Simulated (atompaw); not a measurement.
u(r) = r·R(r): atom against pseudo-atom (Cd)

Columns: radius, all-electron u(r) and pseudo u(r) of the 4d shell (level -11.73 eV) of cadmium in the configuration [Kr] 4d10 5s2 5p0; PBE, scalar-relativistic, PAW (atompaw) scheme, atompaw 4.2.0.5.

```csv
r (bohr),all-electron,pseudo
0.115,-0.2969,0.0003
0.231,-0.4753,0.0025
0.346,-0.2315,0.0084
0.462,0.1574,0.0192
0.577,0.5005,0.0358
0.692,0.7419,0.0586
0.808,0.8815,0.0874
0.923,0.9383,0.1209
1.038,0.9394,0.1579
1.154,0.9052,0.1970
1.269,0.8517,0.2354
1.385,0.7881,0.2717
1.500,0.7220,0.3033
1.615,0.6566,0.3288
1.731,0.5937,0.3470
1.846,0.5354,0.3570
1.962,0.4812,0.3587
2.077,0.4322,0.3526
2.192,0.3877,0.3396
2.308,0.3473,0.3208
2.423,0.3112,0.2983
2.538,0.2787,0.2735
2.654,0.2494,0.2478
2.769,0.2233,0.2230
2.885,0.1997,0.1997
3.000,0.1788,0.1788
```

Problem. How many radial nodes do the two functions have?

Solution. The all-electron 4d function has n − l − 1 = 1; the pseudo-wave has 0, since the states of the same l below it are removed with the core.

Problem. Is the pseudo-wave norm-conserving?

Solution. No, it belongs to a PAW set: the norm inside the radius is not constrained, and the difference is carried by the augmentation charge.
